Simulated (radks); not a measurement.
Charge is removed step by step from the 4p3/2 level of neutral bromine, starting from [Ar] 3d10 4s2 4p(1/2: 2, 3/2: 3). Method: Dirac Kohn-Sham, PBE, spin-unpolarised, spherical densities, finite nucleus; Fermi nuclear charge, rms radius 4.1629 fm; computed with a radial shooting solver on a logarithmic mesh with Libxc functionals.

removed (e) = 0: E - E(0) (eV) 0.000; eigenvalue (eV) -7.675; E minus straight line (eV) 0.000
removed (e) = 0.125: E - E(0) (eV) 1.029; eigenvalue (eV) -8.796; E minus straight line (eV) -0.514
removed (e) = 0.25: E - E(0) (eV) 2.200; eigenvalue (eV) -9.939; E minus straight line (eV) -0.887
removed (e) = 0.375: E - E(0) (eV) 3.515; eigenvalue (eV) -11.105; E minus straight line (eV) -1.115
removed (e) = 0.5: E - E(0) (eV) 4.977; eigenvalue (eV) -12.291; E minus straight line (eV) -1.196
removed (e) = 0.625: E - E(0) (eV) 6.589; eigenvalue (eV) -13.498; E minus straight line (eV) -1.127
removed (e) = 0.75: E - E(0) (eV) 8.352; eigenvalue (eV) -14.725; E minus straight line (eV) -0.907
removed (e) = 0.875: E - E(0) (eV) 10.271; eigenvalue (eV) -15.970; E minus straight line (eV) -0.532
removed (e) = 1: E - E(0) (eV) 12.346; eigenvalue (eV) -17.233; E minus straight line (eV) 0.000

Removing the whole electron costs 12.346 eV by Delta-SCF, against 7.675 eV from minus the eigenvalue at the starting occupation. Slater's transition state (half an electron removed) gives 12.291 eV. Integrating minus the eigenvalue over the occupation (Janak's theorem) gives 12.346 eV. The mean slope of the eigenvalue, de/dn, is 9.56 eV per electron. Ionisation energy of Br in the NIST Atomic Spectra Database: 11.814 eV (measured).

Beside tabulated values, note that spin-unpolarised runs miss the spin-polarisation part of the exchange energy of open shells.
